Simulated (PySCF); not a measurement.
## Worked example: oscillator strength and radiative lifetime

C4H9Al, SMILES C=[CH][AlH][CH2]C.

Geometry optimised at B3LYP-D3(BJ)/def2-SVP. The structure was generated by enumeration; whether it is a known compound was not checked. One conformer was computed; it need not be the lowest.

TDA-PBE/def2-SVPD (PySCF) puts the first singlet state with f over 0.02 at 5.44 eV (vertical), with the transition dipole (0.238, 0.691, 0.598) in atomic units.

Question: Find the oscillator strength, the wavelength and the radiative lifetime that this transition would have in vacuum if emission retraced absorption.

Answer: 
|μ|² = 0.8917 au, so |μ| = 2.40 D. ΔE = 5.44/27.211 = 0.1999 hartree. f = (2/3) ΔE |μ|² = 0.119 (the program prints 0.119).
λ = 1239.84/5.44 = 228 nm; ν = 43877 cm⁻¹.
Einstein's coefficient A = 0.6670 ν² f s⁻¹ (ν in cm⁻¹) = 1.5e8 s⁻¹, so τ = 1/A = 6.6 ns. This state is S3; the lower singlets have f = 0.000, 0.001. The figure is the radiative limit of this one transition; relaxation, internal conversion, crossing to triplets and a medium change what is measured.
